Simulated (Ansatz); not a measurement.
Consider the formal exchange of groups at the Al–F bond: `C[CH2][Al]([F])[F]` + SiH₄ → `C[CH2][Al]([F])[SiH3]` + H–F.

Calculated with Ansatz (gas phase, PBE0-D4/def2-TZVP geometries, no zero-point term in ΔE). CCSD(T)/CBS adds triple-zeta CCSD(T) − MP2 to the extrapolated MP2 energy (def2 sets, frozen cores). This one scheme is used for every species. Functionals use def2-TZVPP. B3LYP here is the variant with VWN-RPA as its local correlation; programs differ in this. Each species was taken in one conformer, which may not be the lowest.

```json
{"level": "PBE-D4", "ΔE (kJ/mol)": "164.1", "difference from CCSD(T)/CBS": "-19.8"}
{"level": "r2SCAN-D4", "ΔE (kJ/mol)": "185.8", "difference from CCSD(T)/CBS": "1.9"}
{"level": "PBE0-D4", "ΔE (kJ/mol)": "167.6", "difference from CCSD(T)/CBS": "-16.3"}
{"level": "B3LYP-D4", "ΔE (kJ/mol)": "188.2", "difference from CCSD(T)/CBS": "4.3"}
{"level": "ωB97X-V", "ΔE (kJ/mol)": "185.4", "difference from CCSD(T)/CBS": "1.5"}
{"level": "ωB97M-V", "ΔE (kJ/mol)": "190.7", "difference from CCSD(T)/CBS": "6.8"}
{"level": "B2PLYP", "ΔE (kJ/mol)": "195.7", "difference from CCSD(T)/CBS": "11.8"}
{"level": "PBE", "ΔE (kJ/mol)": "168.0", "difference from CCSD(T)/CBS": "-15.9"}
{"level": "r2SCAN", "ΔE (kJ/mol)": "187.1", "difference from CCSD(T)/CBS": "3.2"}
{"level": "PBE0", "ΔE (kJ/mol)": "171.3", "difference from CCSD(T)/CBS": "-12.6"}
{"level": "B3LYP", "ΔE (kJ/mol)": "194.3", "difference from CCSD(T)/CBS": "10.4"}
{"level": "HF/def2-TZVPP", "ΔE (kJ/mol)": "208.8", "difference from CCSD(T)/CBS": "24.9"}
{"level": "MP2/def2-TZVPP", "ΔE (kJ/mol)": "192.8", "difference from CCSD(T)/CBS": "8.9"}
{"level": "SCS-MP2/def2-TZVPP", "ΔE (kJ/mol)": "197.3", "difference from CCSD(T)/CBS": "13.4"}
{"level": "CCSD/def2-TZVPP", "ΔE (kJ/mol)": "188.3", "difference from CCSD(T)/CBS": "4.4"}
{"level": "CCSD(T)/def2-TZVPP", "ΔE (kJ/mol)": "184.8", "difference from CCSD(T)/CBS": "0.9"}
{"level": "HF/def2-QZVPP", "ΔE (kJ/mol)": "211.6", "difference from CCSD(T)/CBS": "27.7"}
{"level": "MP2/def2-QZVPP", "ΔE (kJ/mol)": "193.3", "difference from CCSD(T)/CBS": "9.4"}
{"level": "SCS-MP2/def2-QZVPP", "ΔE (kJ/mol)": "197.7", "difference from CCSD(T)/CBS": "13.8"}
{"level": "HF/CBS(def2)", "ΔE (kJ/mol)": "211.9", "difference from CCSD(T)/CBS": "28.0"}
{"level": "MP2/CBS(def2)", "ΔE (kJ/mol)": "191.9", "difference from CCSD(T)/CBS": "8.0"}
{"level": "CCSD/CBS(def2)", "ΔE (kJ/mol)": "187.4", "difference from CCSD(T)/CBS": "3.5"}
{"level": "CCSD(T)/CBS", "ΔE (kJ/mol)": "183.9", "difference from CCSD(T)/CBS": "0"}
```

Largest T1 diagnostic among the species: 0.012.

In def2-TZVPP, CCSD(T) changes the Hartree–Fock value by −23.9 kJ/mol (the triples alone add −3.5 kJ/mol) and MP2 by −16.0 kJ/mol. From PBE to PBE0 (25 % exact exchange), in def2-TZVPP and without D4, ΔE moves by +3.4 kJ/mol. The D4 term adds −6.1 kJ/mol with B3LYP and −3.8 kJ/mol with PBE0; it sums over pairs of atoms, weighted by their polarisabilities, and B3LYP, whose exchange is more repulsive, gets the larger term.
